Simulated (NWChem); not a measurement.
Species: CCl₃F; SMILES FC(Cl)(Cl)Cl

```xyz
5

F      0.0000     0.0000     1.5812
C      0.0000     0.0000     0.2549
Cl     1.1243    -1.2410    -0.3090
Cl    -1.6369    -0.3531    -0.3090
Cl     0.5126     1.5942    -0.3090
```
Atoms are numbered in this order, from 1.

Computed with NWChem. Medium grid unless said otherwise, to which SCAN and Minnesota functionals are sensitive. Structure relaxed at the PBE0/def2-SVP level.

For level r2SCAN/def2-TZVPD:

```yaml
highest occupied level (eV): -8.06
orbital gap (eV): 5.72
```

Task: How do the values read with level BLYP/def2-TZVPD instead?

Result: 
- highest occupied level (eV) = -7.57
- orbital gap (eV) = 5.16
